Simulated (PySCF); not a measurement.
PySCF input (B3PW91/6-31G* (5d)):

```python
from pyscf import gto, dft

mol = gto.M(
    atom='''
    Si   -0.00000000   -0.00000000   -1.08888770
    S     0.00000000    0.00000000    0.95277674
    ''',
    basis='6-31g*',
    charge=-1,
    spin=1,
    symmetry='C2v',
    verbose=4,
)

mf = dft.UKS(mol, xc='b3pw91')
mf.grids.level = 3
mf.conv_tol = 1e-9
mf.max_cycle = 100
mf.max_memory = 1500
mf.kernel()
if not mf.converged:
    mf = mf.newton()
    mf.kernel(mf.make_rdm1())
mf.dip_moment()
```

Problem. Predict the final energy.

Solution. -687.60231 Eh.
